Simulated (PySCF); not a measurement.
# Quadrupolar nuclei of `C=C(SC)[Si@H](C)[SiH3]` in NMR

Species: C₄H₁₂SSi₂.
Z-matrix (Å and degrees, GFN2-xTB geometry), rows numbered from 1:
```
C 
C   1  1.3268
S   2  1.7655  1  123.96
C   3  1.8182  2  104.63  1     3.37
Si  2  1.9004  1  125.40  3   176.87
C   5  1.9048  2  108.16  1    13.95
Si  5  2.3207  2  109.15  1  -108.99
H   1  1.0779  2  124.43  3     0.89
H   1  1.0765  2  119.88  3  -179.51
H   4  1.0862  3  109.93  2   -63.29
H   4  1.0852  3  105.70  2   178.01
H   4  1.0861  3  109.70  2    59.32
H   5  1.4753  2  105.34  1   128.12
H   6  1.0862  5  111.79  2   -65.94
H   6  1.0861  5  112.16  2    55.40
H   6  1.0854  5  109.92  2   175.00
H   7  1.4636  5  112.36  2   -93.01
H   7  1.4671  5  112.85  2    27.56
H   7  1.4667  5  111.55  2   147.12
```

Computed at PBE0/pcSseg-1 (PySCF, non-relativistic):

| atom | environment | nucleus | spin I | Q (b) | CQ = χzz (MHz) | η |
| --- | --- | --- | --- | --- | --- | --- |
| S3 | sulfide sulfur | 33S | 3/2 | -0.0678 | 41.691 | 0.834 |

Work back to Vxx, Vyy and Vzz; CQ/MHz = 234.96 (Q/b)(Vzz/au).

The tensor is traceless, so η fixes the two smaller values:

```
atom  Vxx (au)  Vyy (au)  Vzz (au)  Vzz (10²¹ V/m²)
  S3     0.218     2.400    -2.617           -25.43
```

PQ = |CQ|√(1 + η²/3), νQ = 3|CQ|/[2I(2I − 1)], ν0 = |g|·7.62259 MHz/T·B with g(33S) = 0.42921: values at 9.4 T?

```tsv
atom	PQ (MHz)	νQ (MHz)	ν0 (MHz)	νQ/ν0
S3	46.27	20.85	30.75	0.678
```

For S3: PQ = 41.69 × 1.1098, νQ = 41.69 × 0.5000, ν0 = 3.2717 MHz/T × 9.4 T.

For S3 νQ isn't small against ν0, so the high-field expansions of solid-state NMR fail there at this field.

The couplings are those of the rigid, isolated species; surroundings and motion change them. GFN2-xTB bond lengths can be off by several hundredths of an ångström, more for odd bonds, and the gradients follow them. With so small a basis the couplings can be 20 % off.

One conformer stands for the species.
